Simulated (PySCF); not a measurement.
Several compounds and their computed core spectra got separated.

The calculation used delta-SCF UKS SCAN, pcX-2 on the ionised atom, pcseg-1 elsewhere, spin-free X2C (PySCF). Geometries: PBE0-D3(BJ)/def2-SVP; isolated species, one conformer each.

Line lists (1s up to Mg, 2p3/2 beyond, nothing for Ge; areas count atoms within a level, one atom standing for each set equivalent by bonding):
1. C 1s: 289.73 (area 1), 289.81 (area 1), 290.08 (area 1), 290.14 (area 1), 290.15 (area 1), 290.26 (area 1), 290.33 (area 1) eV
2. N 1s: 415.68 eV; O 1s: 541.78 eV; F 1s: 693.63 eV
3. O 1s: 552.24 eV

Structures:
A. `O=[N+]([O-])F`
B. `[OH3+]`
C. `[GeH2]1[CH2]C[C@H]1C1CCC1`

Task: Which list belongs to which compound?

Result: 
- 1 = C: no other candidate has this set of levels. C 1s: 289.73 sp3 carbon bound to germanium, 289.81 sp3 carbon bound to germanium, 290.08 four-membered-ring carbon, 290.14 four-membered-ring carbon, 290.15 four-membered-ring carbon, 290.26 four-membered-ring carbon, 290.33 four-membered-ring carbon.
- 2 = A: no other candidate has this set of levels. N 1s: 415.68 nitrogen bonded to F and 2 O; O 1s: 541.78 oxygen bonded to N (×2); F 1s: 693.63 fluorine bonded to N.
- 3 = B: no other candidate has this set of levels. O 1s: 552.24 oxonium oxygen.
